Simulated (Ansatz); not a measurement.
`[F][Cd][N]([SiH3])[SiH3]`, relaxed with RKS PBE-D4/def2-SVP in Ansatz from a rough embedded geometry. The force threshold is 0.03 eV/Å; the program also tests the step.

The species carries charge 0 and has multiplicity 1. Cd takes the def2 core potential.

Start:

```xyz
11

F     0.504    1.016    2.752
Cd   -1.096    1.886    1.735
N    -0.740    0.431   -0.361
Si   -0.865   -1.224   -0.013
Si    0.946    0.698   -0.998
H    -2.262   -1.521    0.540
H    -0.687   -2.064   -1.192
H     0.101   -1.629    1.019
H     1.085    2.160   -1.330
H     1.119   -0.086   -2.197
H     1.895    0.334    0.044
```

```csv
step,energy (eV),largest force (eV/Å),largest move (Å)
1,-24601.6942,2.466,0.000
2,-24602.4128,2.007,0.195
3,-24602.8546,1.024,0.197
4,-24603.1443,0.833,0.197
5,-24603.4094,0.635,0.196
6,-24603.5892,1.209,0.195
7,-24603.8001,0.739,0.200
8,-24603.9708,0.434,0.200
9,-24604.0809,0.246,0.200
10,-24604.1259,0.320,0.194
11,-24604.1760,0.062,0.200
12,-24604.1801,0.069,0.099
13,-24604.1821,0.021,0.053
14,-24604.1825,0.154,0.196
15,-24604.1872,0.043,0.038
16,-24604.1914,0.024,0.079
17,-24604.1947,0.157,0.196
18,-24604.1981,0.067,0.016
19,-24604.2006,0.007,0.051
20,-24604.2026,0.043,0.124
21,-24604.2035,0.031,0.052
22,-24604.2040,0.023,0.036
```

End:

```xyz
11

F    -0.807    2.426    3.264
Cd   -0.447    1.303    1.728
N    -0.107    0.153    0.107
Si   -0.850   -1.438    0.050
Si    1.103    0.691   -1.049
H    -2.081   -1.428    0.924
H    -1.243   -1.770   -1.367
H     0.046   -2.546    0.550
H     1.238    2.190   -0.945
H     0.675    0.321   -2.447
H     2.473    0.099   -0.815
```

Hardware: 4 threads of an AMD EPYC 9R45 on a shared host. Wall time 14 s, peak host memory 0.21 GiB.
